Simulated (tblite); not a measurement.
Species: C₅H₁₁FN (doublet state).
Z-matrix (Å and degrees, GFN2-xTB geometry), rows numbered from 1:
```
C 
C   1  1.4687
C   2  1.5392  1  113.14
C   3  1.5317  2  110.58  1  -169.48
N   4  1.4547  3  109.84  2    60.24
C   3  1.5238  2  109.74  1    67.77
F   6  1.3758  3  110.90  2  -172.58
H   1  1.0713  2  121.23  3  -141.14
H   1  1.0729  2  120.20  3    43.84
H   2  1.0925  1  110.55  3   123.43
H   2  1.1017  1  111.18  3  -118.04
H   3  1.0952  2  108.75  1   -50.34
H   4  1.1019  3  108.73  2  -175.24
H   4  1.0943  3  109.28  2   -57.57
H   5  1.0152  4  110.11  3    65.37
H   5  1.0136  4  110.42  3  -175.83
H   6  1.0948  3  110.69  2   -54.15
H   6  1.0950  3  111.54  2    68.76
```

Level: GFN2-xTB in tblite, geometry and Hessian alike; calculated harmonic values, unscaled, isolated species. Against measured fundamentals such values can be off by several per cent, at times by over 20. One conformer, not necessarily the lowest. Open shells enter through the occupations alone, without spin polarisation, and single modes of such species can be off by tens of per cent.

Harmonic wavenumbers (cm⁻¹): 90.5, 96.2, 106.9, 113.5, 209.5, 219.5, 264.2, 294.6, 422.9, 439.8, 488.5, 503.8, 818.8, 842.9, 886.0, 928.9, 979.9, 1023.1, 1034.8, 1076.2, 1113.0, 1132.0, 1147.4, 1164.6, 1170.7, 1222.3, 1253.4, 1278.6, 1297.6, 1331.8, 1337.2, 1369.4, 1406.6, 1446.9, 1449.4, 1484.3, 1562.5, 2833.0, 2845.9, 2936.7, 2944.8, 2947.9, 2958.0, 2972.1, 3136.5, 3179.5, 3386.8, 3422.9.

A = 2442, B = 2221, C = 1267 MHz; mass 104.088 u (most abundant isotopes); point group C1, symmetry number 1; spin multiplicity 2.

Question: Zero-point energy?

Answer: Half the sum of the wavenumbers: 33286 cm⁻¹ = 398.19 kJ/mol.

Question: Entropy at 200 K, 1 bar (ideal gas, RRHO, classical rotation)?

Answer: Translation 158.49, rotation 113.17, vibration 69.28, spin (R ln 2) 5.76: S = 346.7 J/(mol K).

Question: And Cp and H(200 K) − H(0)?

Answer: Cp = 109.98 J/(mol K), of which vibrations give 76.72 (their classical limit is 48 R = 399.1); H(200 K) − H(0) = 14.57 kJ/mol without the zero-point energy, 7.92 from vibrations.

Question: Which modes carry the vibrational entropy at 200 K?

Answer: 90.5 cm⁻¹: 12.03; 96.2 cm⁻¹: 11.54; 106.9 cm⁻¹: 10.70; 113.5 cm⁻¹: 10.23; 209.5 cm⁻¹: 5.65; 219.5 cm⁻¹: 5.33 J/(mol K); the other 42 give 13.81 together.

Question: How do the functions run with temperature in this model?

Answer: 
| T (K) | S (J/(mol K)) | Cp (J/(mol K)) | H − H(0) (kJ/mol) | G − H(0) (kJ/mol) | ln q(vib) |
| --- | --- | --- | --- | --- | --- |
| 100 | 283.1 | 76.1 | 5.19 | -23.11 | 1.20 |
| 300 | 397.7 | 144.6 | 27.25 | -92.04 | 5.91 |
| 500 | 488.5 | 214.7 | 63.41 | -180.83 | 10.47 |
| 800 | 606.2 | 285.8 | 139.41 | -345.58 | 17.04 |
| 1000 | 673.6 | 317.2 | 199.87 | -473.69 | 21.17 |

q(vib) and H(0) count from the zero-point level.

Question: What must be added to the electronic energy to get the Gibbs energy at 200 K and 1 bar?

Answer: ZPE + [H(200 K) − H(0)] − T·S = 398.19 + 14.57 − 69.34 = 343.42 kJ/mol.

Question: Blend soft modes into free rotors: weight 1/[1 + (100 cm⁻¹/ν̃)⁴] for the oscillator and the rest for a rotor with moment μB/(μ + B), μ = h/(8π²ν), B = 10⁻⁴⁴ kg m². What vibrational entropy results?

Answer: 67.67 J/(mol K) in place of 69.28, which changes −T·S at 200 K by +0.32 kJ/mol.

Hindered rotation and anharmonicity are outside this model. Other conformers, if any are populated, would add a mixing term that is left out. The structure is chiral; the term R ln 2 for an equal mix with its mirror image is left out.
